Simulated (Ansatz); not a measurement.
This geometry of BBrH4N2 (8 atoms, charge 0, multiplicity 1) is a first-order saddle point.

Computed with Ansatz 0.2.0, RKS PBE0/def2-SVP.

```xyz
8
Properties=species:S:1:pos:R:3
N -0.186 1.171 0.062
B -0.238 -0.162 -0.344
N 0.502 -1.255 0.253
Br -1.433 -0.527 -1.857
H -0.722 1.906 -0.382
H 0.395 1.476 0.832
H 0.262 -1.469 1.216
H 1.512 -1.197 0.165
```

**Question.** Which two structures does it join? (They come from a converged band through this point; their orientation in space is the band's.)

**Answer.** No bond is made or broken. The height of N1 over the plane of its neighbours goes from 0.00 to 0.00 Å. The two ends are copies of one structure, up to a mirror image or an exchange of like atoms.

First end point:

```xyz
8
Properties=species:S:1:pos:R:3
N -0.117 1.266 0.002
B -0.238 -0.111 -0.249
N 0.529 -1.118 0.362
Br -1.583 -0.673 -1.556
H -0.694 1.948 -0.466
H 0.544 1.657 0.659
H 0.402 -2.095 0.145
H 1.249 -0.932 1.047
```

Last end point:

```xyz
8
Properties=species:S:1:pos:R:3
N -0.117 1.266 0.003
B -0.238 -0.111 -0.249
N 0.530 -1.118 0.362
Br -1.582 -0.673 -1.557
H -0.695 1.948 -0.465
H 0.545 1.657 0.658
H 1.247 -0.932 1.048
H 0.403 -2.094 0.144
```

**Question.** How far does it lie above each of them?

**Answer.** 60.7 kJ/mol above the first and 60.7 kJ/mol above the second. This is the barrier of this one path; another mechanism may lie lower.

The run took 3.2 min on 1 CPU thread of a shared host.
